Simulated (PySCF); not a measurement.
## Telling isomers of C8H12 apart by NMR

[PySCF 2.14.0 with density-fitted response routines: PBE0/pcSseg-1 with gauge-including orbitals; structure optimised with GFN2-xTB; one averaged value for each set of equivalent atoms; non-relativistic Hamiltonian; single conformer; no solvent]

δ = σ(ref) − σ, references computed at the same level: ¹H and ¹³C against TMS. Where no couplings were computed, multiplicities follow the n + 1 count of equivalent neighbours, and m marks all less simple cases (inequivalent or close neighbours, rings, F or P nearby). Shifts are as computed. Against solution values, carbons near 30 ppm lie about +3 ppm off and those near 130 ppm about +5 ppm. Of 1211 compounds with measured shifts, 218 miss one by over three times the rms of a fit or turn the order of signals round; such compounds aren't used in these exercises.

(1) Tabulate the signals of `C=C[C@H](C)C1=CCC1`, `C=CC(C)(C)C#CC` and their relative energies.

(2) What is the quickest way to tell C=C[C@H](C)C1=CCC1 from C=CC(C)(C)C#CC?

## Answers

(1) 
```tsv
SMILES	carbon types	δC	δH	E rel. (kcal/mol)
C=C[C@H](C)C1=CCC1	1×C 3×CH 3×CH2 1×CH3	160.9, 152.2, 134.5, 120.6, 47.4, 32.3, 27.8, 19.0	6.05 (m, 1H), 5.69 (m, 1H), 5.40 (m, 1H), 5.24 (m, 1H), 2.65 (m, 1H), 2.62 (m, 1H), 2.42 (m, 1H), 2.35 (m, 1H), 2.35 (m, 1H), 1.24 (d, 3H)	0.0
C=CC(C)(C)C#CC	3×C 1×CH 1×CH2 3×CH3	153.2, 119.5, 90.3, 88.0, 37.0, 32.7, 4.8	5.97 (m, 1H), 5.97 (m, 1H), 5.36 (m, 1H), 2.07 (s, 3H), 1.29 (s, 6H)	6.3
```

Energies are electronic energies at PBE0/pcSseg-1 on these geometries, without zero-point or thermal terms, each for the one conformer computed, which needn't be the lowest.

(2) Count the carbon signals: 8 against 7. The first has a fully substituted alkene carbon (C) at 160.9 ppm, the second an alkyne carbon (C) at 90.3 ppm. Their most deshielded carbons lie at 160.9 and 153.2 ppm.
